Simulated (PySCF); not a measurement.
## Substituent chemical shifts

Parent skeleton `[CH2:1]1[CH2:2][O:3][SiH2:4][O:5]1`; one hydrogen on atom 4 is replaced by X. Hydrogens on one atom are averaged.

Calculated, not measured (PySCF 2.14.0 with density-fitted response routines): geometry: PBE0-D3(BJ)/def2-SVP, shielding tensors at PBE0/pcSseg-1 (GIAO). Rapidly exchanging positions averaged, a single conformation, no relativistic terms, isolated molecule.

Referencing at the same level of theory: TMS for ¹³C and ²⁹Si and ¹H; ¹⁷O against H2O.

Parent (X = H): C1/C2 66.9, O3/O5 36.8, Si4 2.0, H(C1)/H(C2) 3.92, H(Si4) 5.03 ppm. Effects are Δδ = δ(X) − δ(H), positive for deshielding.

Task: Give Δδ (ppm) for X = SH, Cl, 2-thienyl, NHSiH3.

Result: 
```csv
X,SMILES,C1/C2,O3/O5,Si4,H(C1)/H(C2),H(Si4)
SH,S[SiH]1OCCO1,-0.5,+22.9,+10.8,-0.07,+0.27
Cl,Cl[SiH]1OCCO1,-0.4,+27.8,-4.4,+0.07,+0.23
2-thienyl,c1csc([SiH]2OCCO2)c1,-0.1,+12.0,-7.7,+0.07,+0.30
NHSiH3,[SiH3]N[SiH]1OCCO1,-0.1,+21.8,-20.1,+0.05,-0.36
```

Task: Which position responds most, and to which substituents?

Result: Si4: from -20.1 ppm with NHSiH3 to +10.8 ppm with SH.

Experimental scales use liquid or dissolved standards, which lie at an offset from isolated H2O (liquid H2O: subtract about 36 ppm).
